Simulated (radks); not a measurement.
Radial electron density D(r) = 4 pi r^2 rho(r) of an atom or ion with 42 electrons. Calculated with a radial shooting solver on a logarithmic mesh with Libxc functionals: scalar-relativistic Kohn-Sham, B86b exchange with PBE correlation, spin-polarised, spherical densities, finite nucleus; Fermi nuclear charge, rms radius of each element as measured or else 0.836 A^(1/3) + 0.57 fm.

r (bohr)  D(r) (e/bohr)  spin D(r)
0.004387          11.98  -0.000357
0.005759          17.77  -0.000527
0.007499          25.14  -0.000743
0.009843          34.27   -0.00101
0.01282           43.62   -0.00129
0.01682           51.74   -0.00156
0.02191           55.75   -0.00180
0.02875           54.48   -0.00203
0.03774           49.75   -0.00196
0.04914           47.74   0.000250
0.06451           54.03     0.0124
0.08399           65.35     0.0528
0.1102            69.42      0.159
0.1447            58.20      0.356
0.1884            45.79      0.591
0.2473            48.35      0.701
0.3221            54.48      0.488
0.4227            42.49     0.0729
0.5549            21.48      0.101
0.7225            13.43       1.06
0.9484            14.21       2.49
1.235             11.54       3.04
1.621             5.980       2.31
2.111             2.259       1.15
2.77             0.6104      0.358
3.636            0.1080     0.0630
4.735           0.01070    0.00566

What is the nuclear charge?

Answer. Z = 44. The innermost maximum, from 1s, lies near gamma/Z bohr with gamma = sqrt(1 - (Z/c)^2) = 0.947, here 0.0215 bohr (found: 0.0235), and its height grows with Z. The density is that of the ruthenium ion Ru2+ in [Kr] 4d6; the configuration itself is not fixed sharply by these data, and Z only to a few units. D(r) has 4 maxima, at r = 0.0235, 0.103, 0.319, 0.948 bohr, and minima at 0.0468, 0.206, 0.752 bohr, inside which lie 2.02, 11.11, 29.15 electrons.
